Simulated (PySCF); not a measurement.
## Structure from NMR data

The spectra below were simulated for a compound C5H9NOSi.

1H NMR (500 MHz, computed): δ 10.27 (d, 1H), 8.81 (m, 1H), 8.75 (m, 1H), 5.92 (m, 1H), 3.02 (m, 1H), 1.81 (m, 2H), 1.42 (m, 2H).

13C{1H} NMR (computed): δ 207.0 (CH), 174.9 (CH2), 43.3 (CH), 15.8 (CH2).

PySCF calculation with GFN2-xTB geometry and GIAO PBE0/pcSseg-1 shieldings; one averaged value for each set of equivalent atoms, gas phase, non-relativistic Hamiltonian, one conformer.

Chemical shifts δ = σref − σ; 1H (σ = 31.72 ppm) and 13C (σ = 186.93 ppm) vs TMS, all at this level.

**Question.** Which candidate is it?
A. C=C1CN[SiH2]C(=O)C1
B. N#C[SiH]1CCOCC1
C. C=N[Si@H]1C[C@@H](C=O)C1
D. [H]/N=C(\CO)CC#C[SiH3]
E. N#C[C@H]1CC[SiH2]OC1

**Answer.** C. 

1. Rings plus π bonds: 3 (1 ring in the answer).
2. 4 carbon signals for 5 carbons: some carbons are equivalent by symmetry or fast rotation.
3. Carbon types of the structure: 2 × CH, 3 × CH2, leaving 1 H on heteroatoms.
4. δC 207.0: aldehyde carbonyl carbon; low-lying n→π* states of the double bond to the heteroatom give a large paramagnetic term (-271 ppm).
5. δC 174.9: C=N carbon.
6. δH 10.27: hydrogen on an aldehyde carbonyl carbon; the formyl region, downfield of aromatic protons.
7. δH 8.81, 8.75: hydrogen on a C=N carbon.
8. δH 3.02: hydrogen on an sp3 CH α to a carbonyl; α to C=O.

The others: N#C[C@H]1CC[SiH2]OC1 would give 5 carbon signals, not 4; N#C[SiH]1CCOCC1 would give 3 carbon signals, not 4; [H]/N=C(\CO)CC#C[SiH3] would give 5 carbon signals, not 4; C=C1CN[SiH2]C(=O)C1 would give 5 carbon signals, not 4.

Shifts are as computed. Against solution values, carbons near 30 ppm lie about +3 ppm off and those near 130 ppm about +5 ppm. Of 1309 compounds with measured shifts, 239 miss one by over three times the rms of a fit or turn the order of signals round; such compounds aren't used in these exercises. Multiplicities follow the n + 1 count of equivalent neighbours, as no J values were calculated; m marks all less simple cases, F and P coupling included.
